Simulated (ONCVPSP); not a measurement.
vanadium (V): one change to an ONCV potential, before and after

V, optimised norm-conserving Vanderbilt (ONCV), made with ONCVPSP 4.0.1 (PBE, scalar-relativistic). Core [Ar], reference 3d3 4s1 (charge +1). Waves: 4s: rc 2.25 bohr, ncon 4, nbas 9, qcut 3.3 1/bohr, 1 projector; p scattering state at 0.13 Ha: rc 2.35 bohr, ncon 3, nbas 7, qcut 4.2 1/bohr, 2 projectors, debl 0.4 Ha; 3d: rc 2.30 bohr, ncon 4, nbas 9, qcut 7 1/bohr, 2 projectors, debl 1.4 Ha. Local part: polynomial inside 2.25 bohr (lpopt 4, dvloc0 0 Ha). Core correction: Teter function, fcfact 3.5, rcfact 1.65.

In the p channel the program set the typed energies aside and used 0.050, 0.450 Ha.

Change: core correction Teter function, fcfact 3.5, rcfact 1.12.

Cutoffs: the cutoffs (Ha) at which the residual kinetic energy of the hardest occupied pseudo-wave falls to 1 and 0.1 mHa per electron; they do not see the model core or the augmentation charge, which bear on the density cutoff. Errors are all-electron minus pseudo energies relative to the spin-unpolarised reference configuration.

Question: How do hardness, ghosts and transferability respond?

Answer: The potential gets neither clearly harder nor softer (19 Ha and 21 Ha → 19 Ha and 21 Ha); both files keep a bound ghost (p); of the 4 tests that both files solve, the error grows in 2 and shrinks in 2 by more than 15 % and 0.3 meV (median size 94.4 → 89.3 meV). A model core, the more so a compact one, raises the density cutoff, which this test does not measure.

```tsv
quantity	base	changed
cutoff, loose	19 Ha	19 Ha
cutoff, tight	21 Ha	21 Ha
bound ghosts	p	p
GHOST(+) flags under 300 eV	none	none
error for 3d3 4s2, meV [ΔE -7.74 eV]	-62	+21
error for 3d3 4s0, meV [ΔE 14.30 eV]	-110	+73
error for 3d2 4s0, meV [ΔE 43.19 eV]	-159	+299
error for 3d2 4s2 4p1, meV [ΔE -1.96 eV]	-79	+106
s: phases at 2.29 bohr within 0.05 rad from the reference energy up to (Ha; the scan ends near 5)	0.2	0.2
p: phases at 2.38 bohr within 0.05 rad from the reference energy up to (Ha; the scan ends near 5)	2.8	2.8
d: phases at 2.33 bohr within 0.05 rad from the reference energy up to (Ha; the scan ends near 5)	3.6	3.6
rms error of d²Exc/dni dnj with the model core, mHa	10.62	13.46
```

 A true bound ghost makes a file unfit for plane-wave use even where its test errors are small: the radial tests pick states by their node count and pass the ghost by.
